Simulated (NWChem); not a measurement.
# BHOF cation; SMILES B(=[OH+])F

Program: NWChem. Coordinates come from a PBE0/def2-SVP optimisation. Core excitations by TDA in a window of 1s orbitals, non-relativistic and unshifted: absolute energies depend strongly on the exact-exchange share.

```csv
level,first 1s excitation (eV),dipole oscillator strength of the first,first state with f > 0.002 (eV),dipole oscillator strength of that state
"B K edge, PBE/def2-TZVP",181.2,0.0000,182.0,0.0652
"B K edge, BHandHLYP/cc-pVTZ",192.4,0.1067,192.4,0.1067
"O K edge, PBE/cc-pVTZ",512.7,0.0009,513.1,0.0159
"O K edge, PBE0/def2-TZVP",[?],0.0006,[?],[?]
```

### Question
Some entries are withheld; supply them.

### Answer

- O K edge, PBE0/def2-TZVP, first 1s excitation (eV): 523.5
- O K edge, PBE0/def2-TZVP, first state with f > 0.002 (eV): 523.5
- O K edge, PBE0/def2-TZVP, dipole oscillator strength of that state: 0.0216
